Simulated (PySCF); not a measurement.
# Radial density of Sc⁺ (scandium, charge +1)

PW91, [Ar] 4s2, closed-shell 1S (an excited configuration). All numbers are calculated (PySCF 2.14, no relativity, point nucleus, in aug-cc-pVDZ).

```
r (bohr)  4πr²ρ (e/bohr)
 0.00131          0.1259
 0.00220          0.3431
 0.00370          0.9116
 0.00622           2.320
  0.0105           5.493
  0.0176           11.53
  0.0296           19.83
  0.0498           24.76
  0.0838           20.67
   0.141           19.34
   0.237           26.37
   0.399           14.83
   0.671           6.962
    1.13           7.612
    1.90           1.810
    3.19          0.7728
    5.37          0.1034
    9.03        0.001094
    15.2       9.424e-05
```
